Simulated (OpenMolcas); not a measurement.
## Multiconfigurational calculation on Ni3+

Ni3+ with its 6 nearest fluoride ions at 1.937 Å, on the Mg site of KMgF3 (a = 3.973 Å, distance in the model lattice 1.986 Å). The rest of the host is ab initio model potentials to 7.6 Å, with orthogonalisation functions on the cations behind the ligands, and point charges beyond; the distance is set by hand and nothing relaxes, and no local charge compensation is placed. Ligand basis ANO-RCC-VDZP.

Input, with the lattice sites abridged:

```
&GATEWAY
Basis set
Ni.ANO-RCC-VTZP.
Ni1 0.0 0.0 0.0 Angstrom
End of basis
Basis set
F.ANO-RCC-VDZP.
L1 1.937000 0.000000 0.000000 Angstrom
L2 0.000000 1.937000 0.000000 Angstrom
L3 0.000000 0.000000 1.937000 Angstrom
End of basis
Basis set
Mg.EMB-AIMP.Lopez-Moraza.7s4p.1s1p.ECP.KMgF3.
PseudoCharge
* 3 symmetry-unique lattice sites within 7.6 angstrom
End of basis
Basis set
K.EMB-AIMP.Lopez-Moraza.0s.0s.ECP.KMgF3.
PseudoCharge
* 16 symmetry-unique lattice sites within 7.6 angstrom
End of basis
Basis set
Mg.EMB-AIMP.Lopez-Moraza.0s.0s.ECP.KMgF3.
PseudoCharge
* 10 symmetry-unique lattice sites within 7.6 angstrom
End of basis
Basis set
F.EMB-AIMP.Lopez-Moraza.0s.0s.ECP.KMgF3.
PseudoCharge
* 39 symmetry-unique lattice sites within 7.6 angstrom
End of basis
Symmetry
XYZ
AngMom=0.0 0.0 0.0
AMFI
RICD
XField
1521 Angstrom 0
* Evjen-weighted lattice charges
&SEWARD
&RASSCF
FileOrb=start.orb
Symmetry=1
Spin=4
nActEl=7 0 0
Inactive=18 21
Ras2=5 0
CIRoot=10 10 1
SDav=10
CIMx=300
Iter=150 100
PrWF=0.3
OrbListing=Nothing
MaxOrb=0
LevShft=1.0
>>> COPY $Project.JobIph JOB001
&RASSCF
FileOrb=start.orb
Symmetry=1
Spin=2
nActEl=7 0 0
Inactive=18 21
Ras2=5 0
CIRoot=40 40 1
SDav=40
CIMx=300
Iter=150 100
PrWF=0.3
OrbListing=Nothing
MaxOrb=0
LevShft=1.0
>>> COPY $Project.JobIph JOB002
&RASSI
NrOfJobIphs=2 10 40
1 2 3 4 5 6 7 8 9 10
1 2 3 4 5 6 7 8 9 10 11 12 13 14 15 16 17 18 19 20 21 22 23 24 25 26 27
28 29 30 31 32 33 34 35 36 37 38 39 40
IphNames
JOB001
JOB002
EJob
SpinOrbit
DIPRint=1.0
SOCoupling=1000.0
Subsets=2
Property=9
'ANGMOM' 1 'ANGMOM' 2 'ANGMOM' 3 'MLTPL  1' 1 'MLTPL  1' 2 'MLTPL  1' 3
'AMFI' 1 'AMFI' 2 'AMFI' 3
SOProperty=3
'ANGMOM' 1 'ANGMOM' 2 'ANGMOM' 3
```

Launched by
```bash
OMP_NUM_THREADS=1 MOLCAS_MEM=2457 MOLCAS_PROJECT=a pymolcas a.inp > a.log  # once for each step of the input, in one work folder
```

A driver script runs the steps one by one and writes start.orb anew before each from the orbitals found so far.

Output, cut to the results:

```
--- SEWARD ---
Basis set label: NI.ANO-RCC...6S5P3D2F1G.

      Electronic valence basis set:
      ------------------
      Associated Effective Charge  28.000000 au
      Associated Actual Charge     28.000000 au
      Nuclear Model: Point charge

      Shell  nPrim  nBasis  Cartesian Spherical Contaminant
         s      21       6        X
         p      15       5        X
         d      10       3                 X
         f       6       2                 X
         g       4       1                 X
                  Relativistic Douglas-Kroll-Hess integrals:
                    - DKH order of Hamiltonian: 2
                    - DKH order of Properties : 0
                  Atomic mean-field integrals
--- RASSCF ---
Wave function specifications:
      -----------------------------

      Number of closed shell electrons          78
      Number of electrons in active shells       7
      Max number of holes in RAS1 space          0
      Max nr of electrons in RAS3 space          0
      Number of inactive orbitals               39
      Number of active orbitals                  5
      Number of secondary orbitals             123
      Spin quantum number                      1.5
      State symmetry                             1
Orbital specifications:
      -----------------------

      Symmetry species                           1   2
                                                ag  au
      Frozen orbitals                            0   0
      Inactive orbitals                         18  21
      Active orbitals                            5   0
      RAS1 orbitals                              0   0
      RAS2 orbitals                              5   0
      RAS3 orbitals                              0   0
      Secondary orbitals                        61  62
      Deleted orbitals                           0   0
      Number of basis functions                 84  83
      Number of CSFs                            10
      Number of root(s) required                10
      Iter CI   SX   CI       RASSCF       Energy    max ROT     max BLB   max BLB  Level Ln srch  Step   QN
          iter iter root      energy       change     param      element    value   shift minimum  type update
 Nr of preliminary CI iterations:   1
      Total energies have been shifted. Add                -2000.00 au
        1   1   12    0  -117.00373337    0.00E+00  -8.74E-02   23  29 1  5.98E-01*  1.75   0.00    SX    NO
        2   1   13    0  -117.93942038   -9.36E-01* -6.68E-02    9  22 2  1.62E-01*  1.26   0.00    SX    NO
        3   1   13    0  -118.11436336   -1.75E-01* -4.31E-02   21  24 2  7.85E-02*  1.14   0.00    SX    NO
        4   1   12    0  -118.14317361   -2.88E-02* -2.11E-02   21  24 2  4.15E-02*  1.07   0.00    SX    NO
        5   1   12    0  -118.15030512   -7.13E-03* -2.05E-02   21  24 2  2.45E-02*  1.05   2.08    LS   YES
        6   1   11    0  -118.15292126   -2.62E-03*  5.86E-03    6  34 2 -1.52E-02*  1.03   1.11    QN   YES
        7   1   11    0  -118.15355324   -6.32E-04* -2.52E-03   22  28 1 -5.36E-03*  1.03   1.53    QN   YES
        8   1   10    0  -118.15376357   -2.10E-04* -8.05E-04   21  27 1  1.42E-03*  1.03   1.05    QN   YES
        9   1    9    0  -118.15377967   -1.61E-05* -7.88E-04    6  34 2  7.70E-04*  1.03   1.45    QN   YES
       10   1    8    0  -118.15378424   -4.57E-06* -2.48E-04    4  32 2  3.05E-04*  1.03   1.20    QN   YES
       11   1    7    0  -118.15378466   -4.20E-07* -9.55E-05    4  22 2 -7.65E-05   1.03   1.33    QN   YES
       12   1    6    0  -118.15378472   -6.40E-08* -1.83E-05    4  32 2 -2.45E-05   1.03   1.20    QN   YES
       13   1    5    0  -118.15378473   -6.03E-09   6.37E-06    4  32 2 -1.20E-05   1.03   1.21    QN   YES
      Convergence after 13 iterations
       14   1    5    0  -118.15378473   -1.46E-09   6.37E-06    4  22 2  3.32E-06   1.03   1.21    QN   YES
      Natural orbitals and occupation numbers for root  1
      sym 1:   1.099530   1.900470   1.900470   1.000000   1.099530
      Natural orbitals and occupation numbers for root  2
      sym 1:   1.900472   1.099528   1.099528   1.900472   1.000000
      Natural orbitals and occupation numbers for root  3
      sym 1:   1.900450   1.900450   1.099550   1.099550   1.000000
::    RASSCF root number  1 Total energy:  -2118.20952906
::    RASSCF root number  2 Total energy:  -2118.20952906
::    RASSCF root number  3 Total energy:  -2118.20952906
...
--- RASSI ---
SPIN-FREE ENERGIES:
  (Shifted by EMIN (a.u.) =      -2118.2095290552)

 SF State       Relative EMIN(au)   Rel lowest level(eV)    D:o, cm**(-1)

     1             0.0000000000        0.0000000000              0.0000
     2             0.0000000000        0.0000000000              0.0000
     3             0.0000000000        0.0000000000              0.0000
     4             0.0373484317        1.0163026000           8197.0333
     5             0.0373484317        1.0163026000           8197.0333
     6             0.0373484317        1.0163026000           8197.0333
    11             0.0638278062        1.7368430885          14008.5842
    12             0.0638278062        1.7368430885          14008.5842
     7             0.0814241969        2.2156652718          17870.5456
    13             0.0971884279        2.6446318506          21330.3944
    14             0.0971884279        2.6446318506          21330.3944
    15             0.0971884279        2.6446318506          21330.3944
    16             0.0984505571        2.6789761347          21607.3997
    17             0.0984505571        2.6789761347          21607.3997
    18             0.0984505571        2.6789761347          21607.3997
    10             0.1213245808        3.3014100303          26627.6677
     9             0.1213245808        3.3014100303          26627.6677
     8             0.1213245808        3.3014100303          26627.6677
    19             0.1251220087        3.4047433053          27461.1067
    20             0.1251220087        3.4047433053          27461.1067
    21             0.1251220087        3.4047433053          27461.1067
    22             0.1308740656        3.5612647483          28723.5373
    23             0.1428288113        3.8865699507          31347.3007
    24             0.1428288113        3.8865699507          31347.3007
    25             0.1428288113        3.8865699507          31347.3007
...
```

Spin-orbit levels above the lowest (labels of O, the rotations of Oh):

| E (cm-1) | Degeneracy | Label | 2S+1 | g |
| --- | --- | --- | --- | --- |
| 0.0 | 2 | Γ6 | 4 | 4.42 4.42 4.42 |
| 471.7 | 4 | Γ8 | 4 |  |
| 1245 | 4 | Γ8 | 4 |  |
| 1385 | 2 | Γ7 | 4 | 0.89 0.89 0.89 |
| 8920 | 2 | Γ6 | 4 | 2.50 2.50 2.50 |
| 8991 | 4 | Γ8 | 4 |  |
| 9116 | 4 | Γ8 | 4 |  |
| 9387 | 2 | Γ7 | 4 | 2.80 2.80 2.80 |
| 14878 | 4 | Γ8 | 2 |  |
| 18791 | 4 | Γ8 | 4 |  |
| 21836 | 4 | Γ8 | 2 |  |
| 22605 | 2 | Γ7 | 2 | 1.03 1.03 1.03 |
| 22605 | 4 | Γ8 | 2 |  |
| 22860 | 2 | Γ6 | 2 | 1.02 1.02 1.02 |
| 26826 | 4 | Γ8 | 4 (59 %) |  |
| 27159 | 2 | Γ7 | 4 | 2.56 2.56 2.56 |
| 27172 | 4 | Γ8 | 4 |  |
| 27641 | 2 | Γ6 | 4 (69 %) | 2.21 2.21 2.21 |
| 28813 | 2 | Γ6 | 2 (75 %) | 1.90 1.90 1.90 |
| 28975 | 4 | Γ8 | 2 (60 %) |  |

An orbital triplet at a regular site is open to Jahn-Teller coupling, which can distort the site and quench the lowest spin-orbit gaps and is left out. Without dynamic correlation the repulsion within the d shell is too large (B by tens of per cent), so at a given field states of lower spin stand too high. This shell can be high or low spin here, a state of another spin lies low, and with metal d orbitals alone active their balance is uncertain, so the ground spin may be wrong. Ligand-to-metal charge-transfer states are missing. With no ligand orbital active B as a rule stays too high, so bands that hang on it stand too high and its fall with covalency is understated. With metal d orbitals alone and no dynamic correlation 10Dq can be off by a tenth to a fifth, either way, in oxide and fluoride hosts. No measured value stands beside these numbers; the geometry was set by hand and not optimised.

The RASSCF and RASSI steps took 35 s on 1 thread of Arm Neoverse V1, on a shared host; the integral step is not counted.
